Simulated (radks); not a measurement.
Question: Species: Hf. Configuration: [Xe] 4f14 5d2 6s2. Calculated with a radial shooting solver on a logarithmic mesh with Libxc functionals: scalar-relativistic Kohn-Sham, PBEsol, spin-polarised, spherical densities, point nucleus; open shells are filled with parallel spins first (spin-orbit coupling, left out, can overturn this in heavy ions); hard spherical wall at 4 bohr. Some entries of the table are withheld. Estimate them.

orbital  occ.  eigenvalue (eV)  r(max) (bohr)
1s down     1        -65254.58        0.01190
1s up       1        -65254.58        0.01190
2s up       1        -11152.60        0.06808
2s down     1        -11152.54        0.06808
2p up       3        -9792.190        0.05568
2p down     3        -9792.136        0.05568
3s up       1        -2534.138         0.1922
3s down     1        -2534.129         0.1922
3p up       3        -2127.808         0.1898
3p down     3        -2127.796         0.1898
3d up       5        -1646.846         0.1546
3d down     5        -1646.809         0.1546
4s up       1        -503.1960         0.4374
4s down     1        -503.1553         0.4374
4p up       3        -369.8807         0.4582
4p down     3        -369.8428         0.4583
4d up       5        -197.6919         0.4710
4d down     5        -197.6412         0.4710
5s up       1         -58.8525          1.017
5s down     1         -58.1188          1.015
5p up       3         -27.9435          1.167
5p down     3         -26.9191          1.161
4f up       7          -8.1886         0.4544
4f down     7          -7.9980         0.4542
5d up       2           5.0499          1.704
6s up       1           5.6943          2.492
5d down     0           6.4043          1.690
6s down     1           6.9070          2.501
6p up       0          15.7430          2.718
6p down     0          16.7940          2.723
5f up       0              (1)          2.649
5f down     0              (2)          2.663
7s up       0          52.5899          3.234
7s down     0          53.6147          3.238

Answer: 
(1) 5f up eigenvalue (eV): 28.3579
(2) 5f down eigenvalue (eV): 29.5727
